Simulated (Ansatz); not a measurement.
Geometry optimisation, RKS B3LYP-D4/6-31G* (Ansatz 0.2.0).

Input file:

```yaml
crystal:
  periodic: [false, false, false]
  atoms:
    - { symbol: "N", position_ang: [-3.1259, 0.9822, 0.0451] }
    - { symbol: C, position_ang: [-2.1552, 0.7267, 0.4949] }
    - { symbol: Si, position_ang: [-0.5272, 0.2335, 1.2119] }
    - { symbol: C, position_ang: [0.5514, -0.9089, 0.1454] }
    - { symbol: Si, position_ang: [0.9908, 0.0428, -1.3499] }
    - { symbol: H, position_ang: [-0.7196, -0.451, 2.519] }
    - { symbol: H, position_ang: [0.3507, 1.4278, 1.5793] }
    - { symbol: H, position_ang: [-0.0867, -1.771, -0.1416] }
    - { symbol: H, position_ang: [1.3584, -1.2774, 0.728] }
    - { symbol: H, position_ang: [1.8339, 1.2081, -0.9177] }
    - { symbol: H, position_ang: [1.7783, -0.8135, -2.2133] }
    - { symbol: H, position_ang: [-0.1719, 0.5456, -2.0672] }
basis:
  gaussian: { orbitals: "6-31G*" }
hamiltonian:
  xc: b3lyp
  dispersion: d4
relax:
  f_tol: 0.02
  max_steps: 50
```

Launched with:

```bash
$ ansatz run input.yaml --threads 2 --pin off --max-ram 3072MiB --backend cpu --events-out ev --progress --plain --runs-dir out
```

Q: Where does it end, and by what steps?

A: The forces met the threshold. After 12 steps the energy has fallen by 0.621 eV; H12 moved furthest, 0.32 Å. The start is strongly strained (largest force component 8 eV/Å).

```
step  energy less start (eV)  largest force component (eV/Å)  accepted
   0                  0.0000                           8.483       yes
   1                 -0.5540                           1.296       yes
   2                 -0.6074                           0.452       yes
   3                 -0.6172                           0.099       yes
   4                 -0.6189                           0.035       yes
   5                 -0.6193                           0.036       yes
   6                 -0.6196                           0.042       yes
   7                 -0.6199                           0.056       yes
   8                 -0.6201                           0.054       yes
   9                 -0.6203                           0.054       yes
  10                 -0.6205                           0.032       yes
  11                 -0.6206                           0.024       yes
  12                 -0.6207                           0.018       yes
```

```xyz
12
Properties=species:S:1:pos:R:3
N -2.957 1.184 -0.021
C -2.010 0.802 0.536
Si -0.481 0.171 1.385
C 0.510 -0.856 0.171
Si 0.979 0.029 -1.439
H -0.945 -0.608 2.559
H 0.270 1.364 1.842
H -0.051 -1.767 -0.072
H 1.431 -1.177 0.677
H 1.648 1.321 -1.126
H 1.918 -0.814 -2.227
H -0.233 0.296 -2.252
```

Whether the end is a true minimum wasn't checked by a vibrational analysis.

Time of the run: 2.6 min on 2 threads of AMD EPYC 7571, with other jobs on the host, peak memory 0.23 GiB.
